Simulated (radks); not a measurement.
Task: These are the eigenvalues of the occupied orbitals of an atom or ion with whole-number occupations (eV). Method: scalar-relativistic Kohn-Sham, SCAN, spin-polarised, spherical densities, finite nucleus; meta-GGA in the generalised Kohn-Sham scheme; Fermi nuclear charge, rms radius of each element as measured or else 0.836 A^(1/3) + 0.57 fm; computed with a radial shooting solver on a logarithmic mesh with Libxc functionals.

| orbital | eigenvalue |
|---|---|
| 1s up | -9597.144 |
| 1s down | -9597.139 |
| 2s up | -1213.063 |
| 2s down | -1212.119 |
| 2p up | -1055.054 |
| 2p down | -1054.350 |
| 3s up | -176.4408 |
| 3s down | -174.8184 |
| 3p up | -128.6303 |
| 3p down | -127.0159 |
| 3d up | -51.7372 |
| 3d down | -50.1716 |

Which element is it, and in what charge state? The configuration may be excited. Open shells, if any, are filled with parallel spins first.

Result: Z = 30, zinc, charge +3: Zn3+ in [Ar] 3d9. The list shows which subshells hold electrons but not how many an open one holds; the 1s level, -352.69 hartree, gives Z - s = 26.6 by -(Z - s)^2/2, which with screening and relativity narrows Z to a few neighbours, and the depths of the outer levels then fix element, charge and occupations together.
